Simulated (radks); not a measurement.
Charge is removed step by step from the 4d down level of the tellurium ion Te2+, starting from [Kr] 4d(up 5, down 5) 5s2 5p2. All-electron calculation, scalar-relativistic Kohn-Sham, PBE, spin-polarised, spherical densities, finite nucleus; open shells are filled with parallel spins first (spin-orbit coupling, left out, can overturn this in heavy ions); Fermi nuclear charge, rms radius 4.7423 fm. Program: a radial shooting solver on a logarithmic mesh with Libxc functionals.

removed (e) = 0: E - E(0) (eV) 0.000; eigenvalue (eV) -60.754; E minus straight line (eV) 0.000
removed (e) = 0.125: E - E(0) (eV) 7.727; eigenvalue (eV) -62.917; E minus straight line (eV) -0.968
removed (e) = 0.25: E - E(0) (eV) 15.726; eigenvalue (eV) -65.101; E minus straight line (eV) -1.665
removed (e) = 0.375: E - E(0) (eV) 23.998; eigenvalue (eV) -67.306; E minus straight line (eV) -2.088
removed (e) = 0.5: E - E(0) (eV) 32.548; eigenvalue (eV) -69.531; E minus straight line (eV) -2.234
removed (e) = 0.625: E - E(0) (eV) 41.377; eigenvalue (eV) -71.775; E minus straight line (eV) -2.100
removed (e) = 0.75: E - E(0) (eV) 50.488; eigenvalue (eV) -74.039; E minus straight line (eV) -1.685
removed (e) = 0.875: E - E(0) (eV) 59.882; eigenvalue (eV) -76.322; E minus straight line (eV) -0.986
removed (e) = 1: E - E(0) (eV) 69.563; eigenvalue (eV) -78.622; E minus straight line (eV) 0.000

Removing the whole electron costs 69.563 eV by Delta-SCF, against 60.754 eV from minus the eigenvalue at the starting occupation. Slater's transition state (half an electron removed) gives 69.531 eV. Integrating minus the eigenvalue over the occupation (Janak's theorem) gives 69.583 eV. In this scalar-relativistic scheme the density is built from large components alone, so the theorem holds only approximately. The mean slope of the eigenvalue, de/dn, is 17.9 eV per electron.
